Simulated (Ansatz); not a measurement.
Gas-phase electronic energies from Ansatz, PBE0-D4/def2-TZVP geometries. CCSD(T)/CBS adds triple-zeta CCSD(T) − MP2 to the extrapolated MP2 energy (def2 sets, frozen cores). This one scheme is used for every species. DFT in def2-TZVPP. Elements past krypton have def2 core potentials. For I outer-core shells are correlated without core-valence functions, which leaves a few kJ/mol of doubt a bond. Each species was taken in one conformer, which may not be the lowest.

Consider the formal exchange of groups at a C–C bond: `CC(F)I` + `CI` → `FC(I)CI` + CH₄.

CCSD(T)/CBS gives -5.6 kJ/mol.

Task: Another level gave -5.0 kJ/mol. Which?
A. CAM-B3LYP/def2-TZVPP
B. BLYP-D4/def2-TZVPP
C. r2SCANh-D4/def2-TZVPP
D. HF/def2-TZVPP

Result: C. r2SCANh-D4 -5.0, CAM-B3LYP 1.8, HF/def2-TZVPP 8.7, BLYP-D4 -9.2 kJ/mol.

Largest T1 diagnostic among the species: 0.010.

The D4 term adds −6.8 kJ/mol with B3LYP and −3.9 kJ/mol with PBE0; it sums over pairs of atoms, weighted by their polarisabilities, and B3LYP, whose exchange is more repulsive, gets the larger term. In def2-TZVPP, CCSD(T) changes the Hartree–Fock value by −13.6 kJ/mol (the triples alone add −2.9 kJ/mol) and MP2 by −18.4 kJ/mol. From BLYP to BHLYP (50 % exact exchange), in def2-TZVPP and without D4, ΔE moves by +3.8 kJ/mol.

B3LYP here is the variant with VWN-RPA as its local correlation; programs differ in this.
